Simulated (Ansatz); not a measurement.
System: Pb, charge 0, triplet.

Total energies in hartree (Ansatz, a first-principles code). Radicals and triplets start from unrestricted determinants; spin-orbit coupling is neglected. Correlated methods leave the cores frozen (noble-gas shells, and filled d and f shells in the p block). Past Kr the def2 sets carry scalar-relativistic core potentials. For partners of very few electrons the exact lower level stands in for a higher one. Spin-orbit terms, left out, reach several kcal/mol for Br and I, and more for heavier atoms.

| species | HF/def2-TZVPPD | CCSD(T)/def2-TZVPPD | HF/def2-QZVPPD | CCSD(T)/def2-QZVPPD | CCSDT(Q)/def2-QZVPPD |
|---|---|---|---|---|---|
| 1: Pb (triplet) | -191.83554 | -191.88354 | -191.83621 | -191.88663 | -191.88693 |
| 2: Pb+ (doublet) | -191.59425 | -191.63095 | -191.59503 | -191.63314 | -191.63325 |

Q: Work out the first ionisation energy (Pb+ (doublet) against Pb (triplet)) in eV: take Hartree-Fock from def2-QZVPPD, extrapolate the CCSD(T) correlation energy as X^-3 (X = 3, 4), and add CCSDT(Q) - CCSD(T) in def2-QZVPPD. 1 hartree = 27.211 eV.

A: 
Species 1: correlation (64·(-0.05042) - 27·(-0.04800))/37 = -0.05219; step -0.00030; E1 = -191.83621 + (-0.05219) + (-0.00030) = -191.88870
Species 2: correlation (64·(-0.03811) - 27·(-0.03670))/37 = -0.03914; step -0.00011; E2 = -191.59503 + (-0.03914) + (-0.00011) = -191.63428
-1·E1 +1·E2 = 0.25442 hartree = 6.92 eV.
